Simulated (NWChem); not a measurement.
# CH4MgS; SMILES C[S][MgH]

```xyz
7

Mg    -0.2628    -1.6456     0.0325
H     -0.8691    -3.1988     0.3878
S      0.6183     0.4500    -0.4709
C     -0.7569     1.6077    -0.0367
H     -0.3950     2.6305    -0.2564
H     -1.0204     1.5641     1.0381
H     -1.6646     1.4304    -0.6459
```
Atoms are numbered in this order, from 1.

Computed with NWChem. Pople sets run with spherical d functions. Coordinates come from a PBE-D3(BJ)/def2-SVP optimisation. Core excitations by TDA in a window of 1s orbitals, non-relativistic and unshifted: absolute energies depend strongly on the exact-exchange share.

For level S K edge, BHandHLYP/def2-TZVP:

```yaml
first 1s excitation (eV): 2445.2
first state with f > 0.002 (eV): 2445.2
```

**Question.** What are these values for level C K edge, PBE0/6-311G**?

**Answer.** 
| Quantity | Value |
|---|---|
| first 1s excitation (eV) | 276.7 |
| first state with f > 0.002 (eV) | 276.7 |
